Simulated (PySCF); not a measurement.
Job file and geometry (Å, from PBE0-D3(BJ)/def2-SVP) of an NMR shielding run on `CC(C)C1CCCC1`, C₈H₁₆, GIAO PBE0/pcSseg-1 NMR shielding, non-relativistic, gas phase in PySCF 2.14.0, density-fitted response routines; density fitting, a coarse starting grid and PySCF grid level 2 are the driver's defaults:

```
{"job": {"kind": "nmr", "xc": "PBE0", "basis": "pcSseg-1"}, "charge": 0, "multiplicity": 1}
C     -2.153159     0.415166     1.306185
C     -1.409573    -0.235229     0.143993
C     -2.241200    -0.156514    -1.131972
C     -0.017314     0.375083    -0.039060
C      0.788532    -0.176506    -1.222320
C      2.227602     0.187042    -0.878894
C      2.317663    -0.136734     0.612937
C      0.922557     0.195639     1.179890
H     -2.332850     1.484321     1.103003
H     -3.132984    -0.060186     1.468843
H     -1.588252     0.346124     2.247706
H     -1.261263    -1.305131     0.388991
H     -2.356586     0.890374    -1.459961
H     -3.250925    -0.565720    -0.972087
H     -1.783039    -0.717024    -1.959919
H     -0.155098     1.459442    -0.212413
H      0.680500    -1.276020    -1.265459
H      0.457318     0.220855    -2.193236
H      2.383975     1.266886    -1.045093
H      2.975510    -0.345467    -1.486079
H      2.528926    -1.210992     0.739043
H      3.129026     0.403971     1.122815
H      0.942004     1.104137     1.800342
H      0.561926    -0.614795     1.833780
```

Task: What does the program print?

Result: 
```
coarse grid: 18608 points
cycle   1  E = -313.9526156834  dE =  6.605e-01  |g| = 4.651e-01  |ddm| = 4.126e+00
cycle   2  E = -313.9339855944  dE =  1.863e-02  |g| = 5.510e-01  |ddm| = 9.642e-01
cycle   3  E = -314.0143310010  dE = -8.035e-02  |g| = 4.175e-02  |ddm| = 5.542e-01
cycle   4  E = -314.0146123179  dE = -2.813e-04  |g| = 2.148e-02  |ddm| = 6.064e-02
cycle   5  E = -314.0147170821  dE = -1.048e-04  |g| = 5.255e-03  |ddm| = 2.274e-02
cycle   6  E = -314.0147236583  dE = -6.576e-06  |g| = 5.877e-04  |ddm| = 4.851e-03
final grid: 175616 points
cycle   7  E = -314.0660773945  dE = -6.441e-05  |g| = 9.874e-03  |ddm| = 4.238e-02
cycle   8  E = -314.0660653362  dE =  1.206e-05  |g| = 1.209e-02  |ddm| = 2.022e-02
cycle   9  E = -314.0661032944  dE = -3.796e-05  |g| = 6.277e-04  |ddm| = 1.141e-02
cycle  10  E = -314.0661033703  dE = -7.589e-08  |g| = 2.770e-04  |ddm| = 9.341e-04
cycle  11  E = -314.0661033885  dE = -1.814e-08  |g| = 4.409e-05  |ddm| = 2.557e-04
cycle  12  E = -314.0661033889  dE = -4.419e-10  |g| = 8.634e-06  |ddm| = 5.167e-05
converged SCF energy = -314.0661033889

GIAO shielding tensors (ppm)
atom      isotropic    diamagn.    paramagn.     s11        s22        s33       span
  0 C      160.269     246.905     -86.635    145.380    150.596    184.832     39.452
  1 C      146.325     244.162     -97.837    132.000    147.121    159.855     27.855
  2 C      160.871     246.870     -85.999    146.667    152.217    183.729     37.062
  3 C      135.030     249.834    -114.803    111.344    132.956    160.790     49.446
  4 C      148.335     247.524     -99.189    129.524    152.889    162.591     33.066
  5 C      153.855     248.657     -94.803    130.228    162.224    169.113     38.886
  6 C      156.730     247.980     -91.250    130.522    166.919    172.750     42.228
  7 C      152.640     247.906     -95.266    124.987    157.914    175.019     50.032
  8 H       30.700      30.370       0.330     27.588     28.325     36.189      8.601
  9 H       30.340      29.192       1.148     25.963     27.534     37.523     11.560
 10 H       30.026      30.490      -0.464     24.487     30.095     35.496     11.009
 11 H       30.361      33.042      -2.682     27.925     29.100     34.057      6.132
 12 H       30.689      30.475       0.214     27.444     28.471     36.151      8.707
 13 H       30.393      29.201       1.192     25.890     27.845     37.444     11.554
 14 H       30.030      30.563      -0.533     24.632     29.822     35.636     11.004
 15 H       30.186      34.923      -4.737     27.924     28.929     33.706      5.782
 16 H       30.457      32.432      -1.975     25.601     30.225     35.546      9.946
 17 H       29.572      31.886      -2.313     24.028     29.421     35.267     11.239
 18 H       29.962      30.585      -0.624     25.665     27.453     36.766     11.101
 19 H       29.645      29.170       0.476     24.776     26.756     37.403     12.627
 20 H       29.848      30.199      -0.351     24.887     27.775     36.883     11.996
 21 H       29.619      28.905       0.714     24.586     27.146     37.124     12.538
 22 H       29.545      31.778      -2.232     24.039     28.918     35.679     11.641
 23 H       30.178      32.346      -2.168     24.624     30.839     35.072     10.448
```

Task: Turn these shieldings into chemical shifts. Referencing at the same level of theory: TMS for ¹³C (σref 184.41), ¹H (σref 31.27).

Result: Averaging equivalent atoms: C 3: 49.4; C 1: 38.1; C 4/7: 33.9; C 5/6: 29.1; C 0/2: 23.8; H 17/22: 1.71; H 19/20: 1.52; H 18/21: 1.48; H 15: 1.08; H 16/23: 0.95; H 11: 0.91; H 8/9/10/12/13/14: 0.90 ppm. 

Size and cost of the density-fitted run: 216 basis functions, 33 s wall time on 1 thread of an x86-64 server CPU, shared host.
